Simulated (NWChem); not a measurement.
Molecule: CdS; SMILES [S]=[Cd]

All runs: NWChem. def2 effective core potentials on Cd; no spin-orbit coupling. Each level has its own optimisation; frequencies are unscaled.

| level | r Cd–S (Å) | highest harmonic frequency (cm⁻¹) | zero-point energy (kcal/mol) |
|---|---|---|---|
| LDA (Slater exchange, VWN5)/def2-SVP (core potentials) | 2.211 | 412 | 0.6 |
| B3LYP/3-21G (all-electron, non-relativistic) | (withheld) | (withheld) | 0.5 |
| BP86/def2-TZVP (core potentials) | 2.253 | 372 | 0.5 |
| CAM-B3LYP/def2-SVP (core potentials) | 2.247 | 386 | 0.6 |
| PBE-D3(BJ)/def2-SVP (core potentials) | 2.256 | 383 | 0.5 |

**Question.** Complete the blanks.

**Answer.** 
- B3LYP/3-21G (all-electron, non-relativistic), r Cd–S (Å): 2.364
- B3LYP/3-21G (all-electron, non-relativistic), highest harmonic frequency (cm⁻¹): 342
